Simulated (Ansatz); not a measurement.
Ansatz (a quantum-chemistry and plane-wave program) input:
A basis named .json is the Basis Set Exchange file of that set.

Ansatz 0.2 input:
```yaml
crystal:
  periodic: [false, false, false]
  atoms:
    - {symbol: Au, position_ang: [-0.00000000, -0.00000000, -0.20006997]}
    - {symbol: F, position_ang: [0.00000000, 0.00000000, 1.75616975]}
basis:
  gaussian:
    orbitals: def2-TZVPPD.json
    fitting: {mean_field: def2-universal-jkfit, correlation: def2-TZVPPD-RIFIT.json}
magnetization: {spin_polarized: false}
correlation: {method: mp2, electrons: outside_noble_gas}
```

Question: What final total energy does it print?

Answer: -234.88208 Eh (RI-MP2/def2-TZVPPD). The basis has 99 functions.
